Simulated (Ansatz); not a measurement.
Two isomers of C2H6FNSi: A = `N/C(F)=C/[SiH3]`, B = `C=C(F)[SiH2]N`.

Computed with Ansatz on PBE0-D4/def2-TZVP structures; ΔE is electronic, products minus reactants. CCSD(T)/CBS adds triple-zeta CCSD(T) − MP2 to the extrapolated MP2 energy (def2 sets, frozen cores). Functionals use def2-TZVPP. B3LYP here is the variant with VWN-RPA as its local correlation; programs differ in this. Each species was taken in one conformer, which may not be the lowest.

A:

Z-matrix (Å, degrees):
```
Si
C 1 1.844
H 1 1.487 2 107.9
H 1 1.489 2 112.4 3 119.2
H 1 1.489 2 112.6 3 -119.4
C 2 1.334 1 123.5 3 179.7
H 2 1.084 1 120.0 3 0.5
F 6 1.340 2 120.1 1 2.1
N 6 1.364 2 130.1 1 -174.7
H 9 1.005 6 115.8 2 -15.9
H 9 1.007 6 115.6 2 -154.2
```

B:

```xyz
11

C     1.9386    0.1391   -0.6941
C     0.7730    0.6224   -0.2920
F     0.7202    1.8957    0.1741
Si   -0.8755   -0.2853   -0.2877
N    -1.6265   -0.4389    1.2424
H     1.9927   -0.8768   -1.0631
H     2.8464    0.7321   -0.6701
H    -1.8204    0.4670   -1.1502
H    -0.5632   -1.6254   -0.8458
H    -2.2092    0.3039    1.5916
H    -1.1761   -0.9337    1.9949
```

(1) Which isomer does CCSD(T)/CBS put lower? Give the gap. (Estimate.)

(2) Give E(B) − E(A) in kcal/mol with CCSD(T)/def2-TZVPP, B3LYP, MP2/def2-TZVPP, r2SCAN-D4, PBE-D4, HF/def2-TZVPP, B2PLYP. (Best estimate.)

Largest T1 diagnostic: 0.012.

Answers

(1) Ansatz gave: B, by 16.0 kcal/mol.

(2) Computed: CCSD(T)/def2-TZVPP -14.8, B3LYP -13.6, MP2/def2-TZVPP -14.4, r2SCAN-D4 -11.7, PBE-D4 -11.1, HF/def2-TZVPP -14.6, B2PLYP -14.2. None reverses the order clearly.
